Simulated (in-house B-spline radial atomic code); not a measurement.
Configurations of Ne3+, with energies counted from [He] 2s2 2p3. Level of theory: Dirac-Hartree-Fock, average of configuration, Fermi nucleus of rms radius 3.0055 fm; calculated with a B-spline radial code for spherical atoms. Energies include first-order Breit, QED and recoil terms.

Occupations are held fixed; configurations that lie above the ionisation limit could autoionise.

```csv
configuration,E - E(ref) (eV),highest orbital,its <r> (bohr)
[He] 2s2 2p2 3d1,68.083,3d5/2,2.445
[He] 2s2 2p2 5s1,82.278,5s1/2,7.438
[He] 2s2 2p2 5f1,84.567,5f7/2,7.858
[He] 2s2 2p2 5g1,84.578,5g9/2,6.875
[He] 2s2 2p2 6d1,87.08,6d5/2,12.39
[He] 2s2 2p2 6f1,87.231,6f7/2,11.98
[He] 2s2 2p2 6g1,87.238,6g9/2,11
[He] 2s1 2p3 5d1,106.88,5d5/2,8.324
[He] 2s1 2p3 6d1,109.65,6d5/2,12.39
[He] 2s1 2p3 6f1,109.8,6f7/2,11.98
```

Task: Order these further configurations by energy, lowest first.
A. [He] 2s2 2p2 6s1
B. [He] 2s1 2p3 5g1
C. [He] 2s2 2p2 4d1
D. [He] 2s1 2p3 4f1
E. [He] 2s1 2p3 4d1

Result: C (79.181 eV), A (85.955 eV), E (101.74 eV), D (102.23 eV), B (107.15 eV).

Task: How far above the reference does [He] 2s2 2p2 4s1 lie?

Result: 74.911 eV; its least bound orbital is 4s1/2 with <r> = 4.472 bohr.

Task: How far above the reference does [He] 2s2 2p2 3s1 lie?

Result: 56.343 eV; its least bound orbital is 3s1/2 with <r> = 2.253 bohr.

Task: How far above the reference does [He] 2s1 2p3 5f1 lie?

Result: 107.13 eV; its least bound orbital is 5f7/2 with <r> = 7.857 bohr.
